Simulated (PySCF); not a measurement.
Species: C3H6FSi2 (doublet state).
Geometry (GFN2-xTB, Å), atoms numbered from 1 in this order:
```
atom  x, y, z in Å
C1     2.5694    0.8866    0.3296
C2     1.7196    0.0727    0.0820
Si3    0.4279   -1.1891   -0.3154
C4    -1.2039   -0.4908    0.4411
F5    -2.2195   -1.4103    0.1333
Si6   -1.7406    1.2514   -0.1411
H7     3.3095    1.6022    0.5491
H8     0.7644   -2.4699    0.3106
H9     0.2591   -1.3052   -1.7658
H10   -1.1326   -0.5096    1.5354
H11   -0.8328    2.2539    0.4018
H12   -1.9193    1.3074   -1.5867
```

The hyperfine couplings belong to this conformer and change with its torsions.

As a line formula: `C#C[SiH2][C@H](F)[SiH2]` [radical].

Computed with PySCF, UKS B3LYP, pcH-1 on C F H Si, non-relativistic, mean-field spin-orbit, GIAO. The structure is a single GFN2-xTB conformer in the gas phase; no vibrational or solvent corrections. A GFN2-xTB geometry isn't a minimum of the functional, and hyperfine couplings can be far from their values at a DFT geometry, by a factor of two or more for some ions and for spin on atoms past the first row. No stability test was run, so a lower SCF solution isn't excluded.

Problem. What is the g tensor, term by term?

Solution. 
| Δg (ppm) | 1 | 2 | 3 |
| --- | --- | --- | --- |
| relativistic mass correction | -130 | -130 | -130 |
| gauge correction | 12 | 76 | 68 |
| orbital Zeeman/spin–orbit | -203 | 1536 | 2051 |
| total | -321 | 1482 | 1989 |

So g = 2.00200, 2.00380, 2.00431 and g_iso = 2.00337; the tensor is rhombic: the two nearest values differ by 22 % of g3 − g1. 

Problem. At 9.508 GHz, how far is the centre of the isotropic spectrum from where a free electron (g = 2.002319) resonates?

Solution. B = hν/(g μB) with μB/h = 13.99624 MHz/mT gives 339.27 mT for the free electron and 339.09 mT at g_iso, 0.18 mT lower.

Problem. What are the electron Larmor frequencies g μB B/h along the three axes at 330 mT?

Solution. 9.2468, 9.2551, 9.2574 GHz for g1, g2 and g3, a range of 10.7 MHz.

Problem. What effective moment and Curie constant follow for a powder?

Solution. With the mean of g² = 4.0135 and S(S+1) = 0.75: μ_eff = √(⟨g²⟩S(S+1)) = 1.735 μB and χT = 0.12505·⟨g²⟩·S(S+1) = 0.376 cm³ K/mol (cgs; spin-Hamiltonian part alone).

Problem. In a frozen sample, at which fields do the three g values resonate at 9.5, 34, 94 and 263 GHz (hyperfine left aside), and which band first spreads them over more than twice a line width of 0.5 mT?

Solution. 
```csv
band,GHz,B(g3) mT,B(g2) mT,B(g1) mT,spread mT
X,9.5,338.65,338.73,339.04,0.39
Q,34.0,1212.00,1212.31,1213.40,1.40
W,94.0,3350.83,3351.67,3354.69,3.87
J,263.0,9375.18,9377.55,9386.00,10.82
```

The spread grows in proportion to the frequency. Q band is the first where it exceeds 1.0 mT.

The largest Mulliken spin population is on Si6 (+0.97). The angles at Si6 add up to 336.3°, so it is pyramidal.

The HOMO–LUMO gaps are 5.30 eV among the α and 5.02 eV among the β orbitals.

On one thread, Arm Neoverse V2 (aarch64), shared host with 96 logical CPUs at a one-minute load of 55, this took 41 s (with the writing of density and orbital grids) and 0.78 GiB of memory at its peak.
